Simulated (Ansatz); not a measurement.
Mulliken charges of CH3BOTe (`B1OC[Te]1`) from PBE/def2-TZVPP in Ansatz (PBE0-D4/def2-TZVP geometry).

```tsv
atom	x (Å)	y (Å)	z (Å)	charge (e)
B1	-0.869	0.634	-0.619	-0.004
O2	0.219	0.887	0.154	-0.180
C3	0.710	-0.403	0.484	-0.116
Te4	-0.813	-1.529	-0.608	0.019
H5	-1.565	1.469	-1.101	0.016
H6	0.668	-0.573	1.558	0.133
H7	1.711	-0.553	0.085	0.133
```

Q: By hand: the dipole of these point charges (1 e Å = 4.8032 D).

A: Σ q r = (0.158, -0.271, 0.108) e Å, of length 0.332 e Å = 1.59 D.

Q: How does the dipole of the full density compare? (Best estimate.)

A: Ansatz gave: (0.166, -0.132, 0.116) e Å, 1.16 D; the point charges give 1.37 times that, at 22° from its direction.

Point charges leave out the atoms' own dipoles, such as those of lone pairs, and Mulliken's split depends on the basis, so the two needn't agree.
